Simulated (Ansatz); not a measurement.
`[OH][In]([SH])[Cl]` and `[CH3][In]([OH])[Cl]` differ in one atom or group.

Ansatz, PBE0-D4/def2-TZVP geometries, multiplicity 1. Each molecule was computed in one conformer, which needn't be the lowest.

Elements past krypton have def2 core potentials.

```
                                        property  `[OH][In]([SH])[Cl]`
           LUMO energy (ωB97M-V/def2-TZVPP) / eV                 -0.22
size of the dipole moment (B3LYP/def2-TZVPP) / D                  0.37
             HOMO energy (B3LYP/def2-TZVPP) / eV                 -7.85
             LUMO energy (B3LYP/def2-TZVPP) / eV                 -2.44
             HOMO–LUMO gap (PBE/def2-TZVPP) / eV                  3.84
           HOMO energy (ωB97M-V/def2-TZVPP) / eV                -10.30
```

(1) What does the change do to each property? (Estimate.)

Results:

(1) The calculation gave: 
| property | `[CH3][In]([OH])[Cl]` | shift |
| --- | --- | --- |
| LUMO energy (ωB97M-V/def2-TZVPP) / eV | 0.41 | 0.63 |
| size of the dipole moment (B3LYP/def2-TZVPP) / D | 4.54 | 4.17 |
| HOMO energy (B3LYP/def2-TZVPP) / eV | -7.95 | -0.10 |
| LUMO energy (B3LYP/def2-TZVPP) / eV | -1.63 | 0.81 |
| HOMO–LUMO gap (PBE/def2-TZVPP) / eV | 4.70 | 0.86 |
| HOMO energy (ωB97M-V/def2-TZVPP) / eV | -10.43 | -0.13 |

With PBE0 the HOMO falls by 0.11 eV and the LUMO rises by 0.84 eV, so the gap widens by about 0.95 eV. PBE moves the HOMO by -0.03 eV and ωB97M-V by -0.13 eV. Dipoles are sizes alone; their direction can turn.

B3LYP here is the variant with VWN-RPA as its local correlation; programs differ in this.
